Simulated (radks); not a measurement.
Values are calculated unless marked as measured or tabulated.
Initial-state core-level shifts of the mercury ion Hg3+ when its valence configuration changes from [Xe] 4f14 5d9. Code: a radial shooting solver on a logarithmic mesh with Libxc functionals. Model: scalar-relativistic Kohn-Sham, PBE, spin-polarised, spherical densities, finite nucleus; open shells are filled with parallel spins first (spin-orbit coupling, left out, can overturn this in heavy ions); Fermi nuclear charge, rms radius 5.4648 fm. Shifts are changes of the shell-averaged eigenvalues in eV (positive: less bound); the change of the density at the nucleus, which sets a Mossbauer isomer shift, is in e/bohr^3, on a base of 2.5e+06.

| valence | 2s | 3s | 4s | 5s | density at nucleus |
|---|---|---|---|---|---|
| 4f14 5d7 6p2 | -12.402 | -12.228 | -12.086 | -11.284 | +42.8 |
| 4f13.5 5d9.5 | -7.234 | -8.259 | -7.011 | -2.332 | +78.8 |
| 4f14 5d7 6s2 | -9.314 | -9.114 | -8.965 | -8.231 | +606.5 |
| 4f14 5d8.5 6s0.5 | -2.254 | -2.211 | -2.179 | -2.021 | +141.8 |
| 4f12.5 5d9.5 6s1 | -26.864 | -29.917 | -25.844 | -11.187 | +541.0 |
| 4f13 5d7 6s1 6p2 | -32.290 | -34.052 | -31.188 | -20.373 | +548.9 |
| 4f13.5 5d9 6p0.5 | -10.356 | -11.345 | -10.065 | -5.215 | +88.3 |
| 4f13 5d9 6s1 | -19.308 | -21.289 | -18.632 | -8.832 | +456.7 |
| 4f13 5d10 | -14.585 | -16.660 | -14.084 | -4.641 | +159.2 |
